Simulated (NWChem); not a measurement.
# Polarisability of silicon dioxide molecule (O2Si)

```xyz
3

O      0.0000     0.0000    -1.5184
Si     0.0000     0.0000     0.0000
O      0.0000     0.0000     1.5184
```
Charge 0, spin multiplicity 1.

All runs are NWChem calculations. Structure: optimised with PBE0/def2-SVP, a minimum by its harmonic frequencies.

Basis set: def2-SVPD. Static limit.

```tsv
method	isotropic polarisability (bohr³)	difference from CCSD linear response
HF	25.52	-5.73
PBE	31.30	+0.05
BHandHLYP	27.87	-3.37
B3LYP	29.89	-1.35
CCSD linear response	31.25	0.00
```

The values span 5.78 bohr³, from HF (lowest) to PBE (highest). 

The correlated methods keep 7 core orbitals frozen. B3LYP has NWChem's definition, with VWN1-RPA local correlation. No row is a measurement; the coupled-cluster row has its own basis-set and correlation limits.
